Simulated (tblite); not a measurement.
Problem. Write Cartesian coordinates for `C#C[SiH2]P[SiH2]C` as optimised with GFN2-xTB.

Solution. 
```
atom  x, y, z in Å
C1     4.2313    1.1883   -0.5000
C2     3.3087    0.4702   -0.2173
Si3    1.8504   -0.5812    0.2174
P4     0.0764    0.7802    0.2998
Si5   -1.6109   -0.6798    0.1474
C6    -3.1742    0.2870   -0.3257
H7     5.0454    1.8082   -0.7470
H8     1.7454   -1.6409   -0.7960
H9     2.0303   -1.1525    1.5547
H10    0.0991    1.1058   -1.0417
H11   -1.7437   -1.2905    1.4744
H12   -1.3750   -1.7497   -0.8346
H13   -3.3513    1.1011    0.3718
H14   -4.0476   -0.3576   -0.3171
H15   -3.0889    0.7195   -1.3192
```

Orientation and origin are arbitrary. Atoms count from 1 in this order. Si3 (SiH2 silicon) is distorted tetrahedral (angles from 106.7° to 114.0°). Si5 (SiH2 silicon) is distorted tetrahedral (angles from 106.2° to 113.5°). P4 (three-coordinate phosphorus) is pyramidal (angles 101.4°, 95.7° and 95.4°, sum 292.6°, 0.91 Å off the plane of its three neighbours). The C–Si distances run from 1.850 Å (C2–Si3, drawn single) to 1.898 Å (Si5–C6, drawn single), a spread of 0.048 Å.

Bonds between heavy atoms (Å): C1≡C2 1.203, C2–Si3 1.850, Si3–P4 2.238, P4–Si5 2.237, Si5–C6 1.898.

Computed geometry: GFN2-xTB, gas phase.

Point group: C1 (no symmetry element, even within 0.4 Å). Its GFN2-xTB frequencies are all real (lowest 22 cm⁻¹). One conformer, not necessarily the lowest (C2–Si3–P4–Si5 162°, Si3–P4–Si5–C6 -163°).
